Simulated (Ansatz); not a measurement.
def2 core potentials replace the inner electrons of Sb.

Species: buckled Sb flake of 2 rings `[SbH]1[SbH][SbH][Sb]2[SbH][SbH][SbH][SbH][Sb]2[SbH]1` (charge 0, multiplicity 1).

The numbers are results of PBE-D3(BJ)/def2-SVP (Ansatz, a first-principles code), not measurements. No frequencies were computed at this level.

Ansatz 0.2 input:
```yaml
crystal:
  periodic: [false, false, false]
  atoms:
    - { symbol: Sb, position_ang: [-4.0314, -1.1959, 0.8027] }
    - { symbol: Sb, position_ang: [-4.0575, 1.1652, -0.8036] }
    - { symbol: Sb, position_ang: [-2.0456, 2.3374, 0.7899] }
    - { symbol: Sb, position_ang: [0.0343, 1.1719, -0.805] }
    - { symbol: Sb, position_ang: [2.0247, 2.333, 0.788] }
    - { symbol: Sb, position_ang: [4.05, 1.1745, -0.8038] }
    - { symbol: Sb, position_ang: [4.0635, -1.1723, 0.7988] }
    - { symbol: Sb, position_ang: [2.0429, -2.3349, -0.8065] }
    - { symbol: Sb, position_ang: [-0.0008, -1.1649, 0.8179] }
    - { symbol: Sb, position_ang: [-2.0281, -2.3427, -0.7914] }
    - { symbol: H, position_ang: [-4.9399, -1.6809, 2.1958] }
    - { symbol: H, position_ang: [-4.9253, 1.6782, -2.1831] }
    - { symbol: H, position_ang: [-2.0537, 3.3652, 2.1774] }
    - { symbol: H, position_ang: [2.0108, 3.3577, 2.194] }
    - { symbol: H, position_ang: [4.9287, 1.6665, -2.1896] }
    - { symbol: H, position_ang: [4.9326, -1.6639, 2.1944] }
    - { symbol: H, position_ang: [2.0294, -3.3445, -2.1919] }
    - { symbol: H, position_ang: [-2.0347, -3.3497, -2.184] }
basis:
  gaussian: { orbitals: def2-svp }
hamiltonian:
  xc: pbe
  dispersion: d3bj
relax:
  max_steps: 150
  f_tol: 0.02
scf:
  lower_state_search: light
```

Output:

```
[...]
mean field -65509.02209725 eV, -2407.4121584638 hartree, gradient 2.4e-5 eV, S^2 0.000000; 0 other end points of the search recorded, 0 dependent functions left out
reference -65509.02216493 eV, -2407.4121609513 hartree; 119, 119 occupied and 181, 181 virtual orbitals, 3624 factors
relax step  11: F+E_penalty+E_count = -65510.42251344 eV  Δ(F+E_penalty+E_count) = -6.994e-1 eV  max|allowed force component| = 4.850e-1 eV/Å  Δτ_max = 0.1953 Å  (33 SCF iters, accepted)
these checks for a lower state are left out or cut short: starts, cluster_reference, orbital_swaps, neighbouring_geometries, increment
3624 factors; their error is unknown
mean field -65509.53530511 eV, -2407.4310185048 hartree, gradient 1.7e-5 eV, S^2 0.000000; 0 other end points of the search recorded, 0 dependent functions left out
reference -65509.53537221 eV, -2407.4310209708 hartree; 119, 119 occupied and 181, 181 virtual orbitals, 3624 factors
relax step  12: F+E_penalty+E_count = -65510.94953559 eV  Δ(F+E_penalty+E_count) = -5.270e-1 eV  max|allowed force component| = 4.768e-1 eV/Å  Δτ_max = 0.1951 Å  (33 SCF iters, accepted)
these checks for a lower state are left out or cut short: starts, cluster_reference, orbital_swaps, neighbouring_geometries, increment
3624 factors; their error is unknown
mean field -65509.91298809 eV, -2407.4448980986 hartree, gradient 1.2e-5 eV, S^2 0.000000; 0 other end points of the search recorded, 0 dependent functions left out
reference -65509.91305477 eV, -2407.4449005487 hartree; 119, 119 occupied and 181, 181 virtual orbitals, 3624 factors
relax step  13: F+E_penalty+E_count = -65511.33335308 eV  Δ(F+E_penalty+E_count) = -3.838e-1 eV  max|allowed force component| = 5.735e-1 eV/Å  Δτ_max = 0.1953 Å  (33 SCF iters, accepted)
these checks for a lower state are left out or cut short: starts, cluster_reference, orbital_swaps, neighbouring_geometries, increment
3624 factors; their error is unknown
mean field -65510.25124103 eV, -2407.4573286648 hartree, gradient 1.1e-5 eV, S^2 0.000000; 0 other end points of the search recorded, 0 dependent functions left out
reference -65510.25130701 eV, -2407.4573310896 hartree; 119, 119 occupied and 181, 181 virtual orbitals, 3624 factors
relax step  14: F+E_penalty+E_count = -65511.68159110 eV  Δ(F+E_penalty+E_count) = -3.482e-1 eV  max|allowed force component| = 3.019e-1 eV/Å  Δτ_max = 0.1903 Å  (33 SCF iters, accepted)
these checks for a lower state are left out or cut short: starts, cluster_reference, orbital_swaps, neighbouring_geometries, increment
3624 factors; their error is unknown
mean field evaluation 224: about -65510.5368 eV, gradient 2.3e-5 eV
mean field -65510.53679840 eV, -2407.4678227046 hartree, gradient 2.3e-5 eV, S^2 0.000000; 0 other end points of the search recorded, 0 dependent functions left out
reference -65510.53686326 eV, -2407.4678250879 hartree; 119, 119 occupied and 181, 181 virtual orbitals, 3624 factors
relax step  15: F+E_penalty+E_count = -65511.97363297 eV  Δ(F+E_penalty+E_count) = -2.920e-1 eV  max|allowed force component| = 2.285e-1 eV/Å  Δτ_max = 0.1999 Å  (32 SCF iters, accepted)
these checks for a lower state are left out or cut short: starts, cluster_reference, orbital_swaps, neighbouring_geometries, increment
3624 factors; their error is unknown
mean field -65510.76605011 eV, -2407.4762475496 hartree, gradient 1.0e-5 eV, S^2 0.000000; 0 other end points of the search recorded, 0 dependent functions left out
reference -65510.76611379 eV, -2407.4762498898 hartree; 119, 119 occupied and 181, 181 virtual orbitals, 3624 factors
relax step  16: F+E_penalty+E_count = -65512.20492715 eV  Δ(F+E_penalty+E_count) = -2.313e-1 eV  max|allowed force component| = 2.322e-1 eV/Å  Δτ_max = 0.1974 Å  (33 SCF iters, accepted)
these checks for a lower state are left out or cut short: starts, cluster_reference, orbital_swaps, neighbouring_geometries, increment
3624 factors; their error is unknown
mean field -65510.94193468 eV, -2407.4827111883 hartree, gradient 1.7e-5 eV, S^2 0.000000; 0 other end points of the search recorded, 0 dependent functions left out
reference -65510.94199804 eV, -2407.4827135165 hartree; 119, 119 occupied and 181, 181 virtual orbitals, 3624 factors
relax step  17: F+E_penalty+E_count = -65512.37780331 eV  Δ(F+E_penalty+E_count) = -1.729e-1 eV  max|allowed force component| = 1.867e-1 eV/Å  Δτ_max = 0.1943 Å  (32 SCF iters, accepted)
these checks for a lower state are left out or cut short: starts, cluster_reference, orbital_swaps, neighbouring_geometries, increment
3624 factors; their error is unknown
mean field -65511.07529157 eV, -2407.4876119636 hartree, gradient 1.5e-5 eV, S^2 0.000000; 0 other end points of the search recorded, 0 dependent functions left out
reference -65511.07535453 eV, -2407.4876142773 hartree; 119, 119 occupied and 181, 181 virtual orbitals, 3624 factors
relax step  18: F+E_penalty+E_count = -65512.50979740 eV  Δ(F+E_penalty+E_count) = -1.320e-1 eV  max|allowed force component| = 2.210e-1 eV/Å  Δτ_max = 0.1952 Å  (32 SCF iters, accepted)
these checks for a lower state are left out or cut short: starts, cluster_reference, orbital_swaps, neighbouring_geometries, increment
3624 factors; their error is unknown
mean field -65511.17883236 eV, -2407.4914170173 hartree, gradient 2.0e-5 eV, S^2 0.000000; 0 other end points of the search recorded, 0 dependent functions left out
reference -65511.17889481 eV, -2407.4914193125 hartree; 119, 119 occupied and 181, 181 virtual orbitals, 3624 factors
relax step  19: F+E_penalty+E_count = -65512.60671613 eV  Δ(F+E_penalty+E_count) = -9.692e-2 eV  max|allowed force component| = 8.744e-2 eV/Å  Δτ_max = 0.2000 Å  (32 SCF iters, accepted)
these checks for a lower state are left out or cut short: starts, cluster_reference, orbital_swaps, neighbouring_geometries, increment
3624 factors; their error is unknown
mean field evaluation 256: about -65511.2188 eV, gradient 6.8e-4 eV
mean field -65511.21878305 eV, -2407.4928851782 hartree, gradient 1.9e-5 eV, S^2 0.000000; 0 other end points of the search recorded, 0 dependent functions left out
reference -65511.21884519 eV, -2407.4928874617 hartree; 119, 119 occupied and 181, 181 virtual orbitals, 3624 factors
relax step  20: F+E_penalty+E_count = -65512.65564552 eV  Δ(F+E_penalty+E_count) = -4.893e-2 eV  max|allowed force component| = 1.465e-1 eV/Å  Δτ_max = 0.1999 Å  (31 SCF iters, accepted)
these checks for a lower state are left out or cut short: starts, cluster_reference, orbital_swaps, neighbouring_geometries, increment
3624 factors; their error is unknown
mean field -65511.24583629 eV, -2407.4938793664 hartree, gradient 1.4e-5 eV, S^2 0.000000; 0 other end points of the search recorded, 0 dependent functions left out
reference -65511.24589837 eV, -2407.4938816476 hartree; 119, 119 occupied and 181, 181 virtual orbitals, 3624 factors
relax step  21: F+E_penalty+E_count = -65512.67024498 eV  Δ(F+E_penalty+E_count) = -1.460e-2 eV  max|allowed force component| = 2.027e-1 eV/Å  Δτ_max = 0.1950 Å  (31 SCF iters, accepted)
these checks for a lower state are left out or cut short: starts, cluster_reference, orbital_swaps, neighbouring_geometries, increment
3624 factors; their error is unknown
mean field -65511.24635319 eV, -2407.4938983621 hartree, gradient 1.4e-5 eV, S^2 0.000000; 0 other end points of the search recorded, 0 dependent functions left out
reference -65511.24641505 eV, -2407.4939006353 hartree; 119, 119 occupied and 181, 181 virtual orbitals, 3624 factors
relax step  22: F+E_penalty+E_count = -65512.67574816 eV  Δ(F+E_penalty+E_count) = -5.503e-3 eV  max|allowed force component| = 8.587e-2 eV/Å  Δτ_max = 0.0433 Å  (33 SCF iters, accepted)
these checks for a lower state are left out or cut short: starts, cluster_reference, orbital_swaps, neighbouring_geometries, increment
3624 factors; their error is unknown
mean field -65511.25281669 eV, -2407.4941358914 hartree, gradient 1.2e-5 eV, S^2 0.000000; 0 other end points of the search recorded, 0 dependent functions left out
reference -65511.25287842 eV, -2407.4941381597 hartree; 119, 119 occupied and 181, 181 virtual orbitals, 3624 factors
relax step  23: F+E_penalty+E_count = -65512.68224291 eV  Δ(F+E_penalty+E_count) = -6.495e-3 eV  max|allowed force component| = 2.408e-2 eV/Å  Δτ_max = 0.0839 Å  (32 SCF iters, accepted)
these checks for a lower state are left out or cut short: starts, cluster_reference, orbital_swaps, neighbouring_geometries, increment
3624 factors; their error is unknown
mean field -65511.25558931 eV, -2407.4942377831 hartree, gradient 1.4e-5 eV, S^2 0.000000; 0 other end points of the search recorded, 0 dependent functions left out
reference -65511.25565093 eV, -2407.4942400476 hartree; 119, 119 occupied and 181, 181 virtual orbitals, 3624 factors
relax step  24: F+E_penalty+E_count = -65512.68421225 eV  Δ(F+E_penalty+E_count) = -1.969e-3 eV  max|allowed force component| = 6.525e-2 eV/Å  Δτ_max = 0.0875 Å  (33 SCF iters, accepted)
these checks for a lower state are left out or cut short: starts, cluster_reference, orbital_swaps, neighbouring_geometries, increment
3624 factors; their error is unknown
mean field evaluation 288: about -65511.2650 eV, gradient 2.1e0 eV
mean field -65511.25455100 eV, -2407.4941996260 hartree, gradient 1.1e-5 eV, S^2 0.000000; 0 other end points of the search recorded, 0 dependent functions left out
reference -65511.25461250 eV, -2407.4942018860 hartree; 119, 119 occupied and 181, 181 virtual orbitals, 3624 factors
relax step  25: F+E_penalty+E_count = -65512.68472793 eV  Δ(F+E_penalty+E_count) = -5.157e-4 eV  max|allowed force component| = 4.508e-2 eV/Å  Δτ_max = 0.0633 Å  (34 SCF iters, accepted)
these checks for a lower state are left out or cut short: starts, cluster_reference, orbital_swaps, neighbouring_geometries, increment
3624 factors; their error is unknown
mean field -65511.25526983 eV, -2407.4942260425 hartree, gradient 1.1e-5 eV, S^2 0.000000; 0 other end points of the search recorded, 0 dependent functions left out
reference -65511.25533131 eV, -2407.4942283019 hartree; 119, 119 occupied and 181, 181 virtual orbitals, 3624 factors
relax step  26: F+E_penalty+E_count = -65512.68578460 eV  Δ(F+E_penalty+E_count) = -1.057e-3 eV  max|allowed force component| = 2.139e-2 eV/Å  Δτ_max = 0.0130 Å  (34 SCF iters, accepted)
these checks for a lower state are left out or cut short: starts, cluster_reference, orbital_swaps, neighbouring_geometries, increment
3624 factors; their error is unknown
mean field -65511.25570297 eV, -2407.4942419602 hartree, gradient 1.1e-5 eV, S^2 0.000000; 0 other end points of the search recorded, 0 dependent functions left out
reference -65511.25576444 eV, -2407.4942442191 hartree; 119, 119 occupied and 181, 181 virtual orbitals, 3624 factors
relax step  27: F+E_penalty+E_count = -65512.68622463 eV  Δ(F+E_penalty+E_count) = -4.400e-4 eV  max|allowed force component| = 2.516e-3 eV/Å  Δτ_max = 0.0217 Å  (35 SCF iters, accepted)
these checks for a lower state are left out or cut short: starts, cluster_reference, orbital_swaps, neighbouring_geometries, increment
3624 factors; their error is unknown
mean field -65511.25562902 eV, -2407.4942392424 hartree, gradient 1.1e-5 eV, S^2 0.000000; 0 other end points of the search recorded, 0 dependent functions left out
reference -65511.25569045 eV, -2407.4942415002 hartree; 119, 119 occupied and 181, 181 virtual orbitals, 3624 factors
relax step  28: F+E_penalty+E_count = -65512.68633437 eV  Δ(F+E_penalty+E_count) = -1.097e-4 eV  max|allowed force component| = 8.555e-3 eV/Å  Δτ_max = 0.0271 Å  (34 SCF iters, accepted)
3624 factors; their error is unknown
mean field evaluation 320: about -65510.4756 eV, gradient 1.4e1 eV
mean field -65511.25562902 eV, -2407.4942392424 hartree, gradient 1.1e-5 eV, S^2 0.000000; 1 other end points of the search recorded, 0 dependent functions left out
reference -65511.25569045 eV, -2407.4942415002 hartree; 119, 119 occupied and 181, 181 virtual orbitals, 3624 factors
Total energy: -65512.68639581 eV, -2407.5468189522 hartree
Atom 0 at    -4.066440    -1.207281     0.689196 Å, force    -0.002872    -0.000361    -0.007743 eV/Å
Atom 1 at    -4.152111     1.310315    -0.719831 Å, force    -0.000191    -0.001691     0.001856 eV/Å
Atom 2 at    -2.071365     2.422354     0.945272 Å, force     0.003245     0.003870    -0.005832 eV/Å
Atom 3 at    -0.048247     1.423310    -0.850105 Å, force    -0.008555     0.000026    -0.002004 eV/Å
Atom 4 at     2.022581     2.560978     0.812033 Å, force     0.002573     0.003151     0.003931 eV/Å
Atom 5 at     4.101614     1.486612    -0.884656 Å, force     0.000095     0.000355    -0.000839 eV/Å
Atom 6 at     4.164856    -1.022077     0.517612 Å, force     0.005742    -0.003225    -0.008368 eV/Å
Atom 7 at     2.058839    -2.073943    -1.154668 Å, force     0.001161    -0.003953     0.002552 eV/Å
Atom 8 at     0.011158    -1.056213     0.595689 Å, force    -0.002966    -0.004945     0.001156 eV/Å
Atom 9 at    -2.028294    -2.214858    -1.090631 Å, force     0.000136     0.001530     0.002934 eV/Å
Atom 10 at    -5.313458    -1.814394    -0.367995 Å, force     0.002370     0.001156     0.003932 eV/Å
Atom 11 at    -5.362625     1.880280     0.398069 Å, force     0.002173    -0.001405    -0.000921 eV/Å
Atom 12 at    -2.142947     3.910877     0.040464 Å, force     0.001522    -0.003431     0.002753 eV/Å
Atom 13 at     2.025091     1.185712     1.886481 Å, force     0.001158     0.000736     0.001174 eV/Å
Atom 14 at     5.313559     2.131688     0.187650 Å, force     0.000754     0.000870     0.001376 eV/Å
Atom 15 at     5.345762    -1.673044    -0.594516 Å, force    -0.006275     0.002938     0.006357 eV/Å
Atom 16 at     2.087437    -3.560275    -0.243932 Å, force     0.000170     0.003487    -0.003699 eV/Å
Atom 17 at    -1.945511    -3.690142    -0.166132 Å, force    -0.000239     0.000893     0.001385 eV/Å
Dipole moment:     0.027493     0.035484     0.005618 e Å
```

Cost: about 24 core-minutes (a rough figure).
